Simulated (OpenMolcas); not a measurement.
An atom or ion with 51 electrons was computed by SS-CASPT2, IPEA 0.25 Eh, imaginary shift 0.1 Eh with spin-orbit coupling (OpenMolcas, ANO-RCC-VQZP, DKH2). The lowest levels that the run gave, each within 12 % of the measured value where one is at hand:

| J | Parity | E (cm-1) | g |
| --- | --- | --- | --- |
| 3/2 | odd | 0.0 | 1.966 |
| 3/2 | odd | 10900 | 0.894 |
| 5/2 | odd | 12710 | 1.200 |
| 1/2 | odd | 21430 | 0.666 |
| 3/2 | odd | 24150 | 1.277 |

Question: Which ion is it, and what are the configurations and terms?

Answer: Te+ (Z = 52, charge +1; active space 3 electrons in 3 orbitals (5p)). J, parity and g give the terms where levels are pure, and mixed ones are named by the computed weights; the size of the splittings, set against known spectra of the 51-electron sequence, gives the charge. In order, with the measured energies in cm-1 (NIST Handbook of Basic Atomic Spectroscopic Data): 5s2 5p3 4S* 3/2, 5s2 5p3 2D* 3/2 (10222), 5s2 5p3 2D* 5/2 (12422), 5s2 5p3 2P* 1/2 (20547), 5s2 5p3 2P* 3/2 (24032).

CASPT2 breaks the degeneracy within a term, and the mean is taken; among the terms shown or strongly mixed into the levels shown the widest spread is 100 cm-1 (5s2 5p3 2D*). With the s shell closed, the reference lacks s² → p² mixing. Measured partners are found by configuration, term and J. A level has none where our copy of the source lacks it or the pairing is in doubt (some pairs that miss far off the trend of their configuration count as doubtful), and it then counts in no deviation. Only configurations of the active space appear.

* marks odd parity.
